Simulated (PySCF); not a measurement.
Species: C4H10OSi.
Atom-mapped SMILES: `[OH:1][SiH:2]1[CH2:3][CH2:4][CH2:5][CH2:6]1`

Geometry (GFN2-xTB, Å), atoms numbered from 1 in this order:
```xyz
16
C4H10OSi angstrom
O      2.516    0.938    0.203
Si     1.091    0.413    0.799
C      0.500   -1.292    0.178
C     -0.686   -0.991   -0.745
C     -1.458    0.187   -0.153
C     -0.459    1.309    0.140
H      2.680    1.003   -0.735
H      1.340    0.522    2.229
H      1.260   -1.874   -0.342
H      0.159   -1.905    1.012
H     -1.334   -1.863   -0.865
H     -0.318   -0.711   -1.735
H     -2.249    0.519   -0.828
H     -1.925   -0.130    0.782
H     -0.888    2.032    0.831
H     -0.237    1.852   -0.781
```

Definitions: NICS(0) = −σiso at the ring centroid; NICS(1) = −σiso and NICS(1)zz = −σzz at ±1 Å along the ring normal z. Level: GIAO PBE0/pcSseg-1 (PySCF, non-relativistic, gas phase) on the GFN2-xTB geometry, one conformer.

Ring bond lengths (Å), with Mayer bond orders in brackets: Si2–C3 1.909 (0.87), C3–C4 1.533 (1.03), C4–C5 1.528 (1.02), C5–C6 1.530 (1.02), C6–Si2 1.907 (0.88).

Question: What do the NICS probes read (ppm)?

Answer: 
```
           ring                                              type  NICS(0)  NICS(1), two faces  NICS(1)zz, two faces  rms pucker (Å)  centre to ring atoms, mean (Å)
Si2–C3–C4–C5–C6  5-membered ring with Si; formal bonds all single     -4.2         -4.5 / -3.3           -3.8 / -1.5            0.19                            1.40
```

Question: What do they say, and how far can they be read as aromaticity?

Answer: 
- Si2–C3–C4–C5–C6: mean NICS(1)zz -2.7 ppm, near zero. Si2, C3, C4, C5, C6 have four or more neighbours, so the value isn't read as a sign of a π ring current.

Question: Give the inner angles of the rings and the Hirshfeld charges of the ring atoms.

Answer: 
- Si2–C3–C4–C5–C6: Si2 93.2° (+0.423 e), C3 105.1° (-0.172 e), C4 108.0° (-0.072 e), C5 108.1° (-0.071 e), C6 104.6° (-0.171 e); sum 518.9° against 540° for a flat convex ring.

Question: How shielded are the nuclei of the rings and their hydrogens (means over atoms taken as equivalent)?

Answer: 
```tsv
atoms	environment	σ isotropic (ppm)
Si2	oxygen-bound silicon	332.0
C3 (×2)	sp3 carbon bound to silicon	170.2
C4 (×2)	ring CH2 carbon	156.7
H8	Si–H hydrogen	26.65
H9 (×2)	methylene hydrogen	31.19
H10 (×2)	methylene hydrogen	30.96
H11 (×2)	methylene hydrogen	30.24
H12 (×2)	methylene hydrogen	30.11
```
